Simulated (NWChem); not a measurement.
MgH2Se; SMILES [MgH][SeH]

All runs: NWChem. All runs use the structure optimised with PBE-D3(BJ)/def2-SVP. Vertical excitations in the gas phase; the lowest state need not have the same character in each row.

### Question
Order these by “lowest excitation, singlet (eV)”, lowest first: CAM-B3LYP/def2-SVP, full TDDFT; B3LYP/def2-SVP, full TDDFT; PBE/def2-SVP, full TDDFT; BHandHLYP/def2-SVP, full TDDFT.

### Answer
PBE/def2-SVP, full TDDFT (4.13), B3LYP/def2-SVP, full TDDFT (4.34), CAM-B3LYP/def2-SVP, full TDDFT (4.64), BHandHLYP/def2-SVP, full TDDFT (4.74)
